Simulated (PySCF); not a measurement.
**Converging WF in the basis (PBE0)**

PySCF, UKS reference; sextet, unpaired electrons σ ↑, π ↑↑, δ ↑↑; De to W (5d4 6s2) + F without counterpoise correction.

```csv
basis,relativity,functions,Re (Å),ωe (cm⁻¹),De (eV),μ (D)
cc-pVDZ-PP/cc-pVDZ,scalar-relativistic core potentials,52,1.890,664,n/a,-2.67
def2-TZVPP,scalar-relativistic core potentials,87,1.889,645,n/a,-2.62
def2-TZVPPD,scalar-relativistic core potentials,99,1.891,639,n/a,-2.69
```

How does each smaller set differ from the one with most functions, def2-TZVPPD?

cc-pVDZ-PP/cc-pVDZ: -0.1 pm, +3.9 % in ωe; def2-TZVPP: -0.2 pm, +0.9 % in ωe. All at PBE0; the set with most functions is neither the basis-set limit nor always the best.

A positive dipole means W(−)F(+). De is left out where the level can put another filling of the metal’s s and d shells below the measured ground configuration, by anything from nothing to about 1 eV. These are scalar-relativistic numbers at best; spin–orbit coupling would shift them, the dissociation energy most. The state is the lowest single determinant that the PBE0 search found; with open d or f shells the true ground state can be another one.
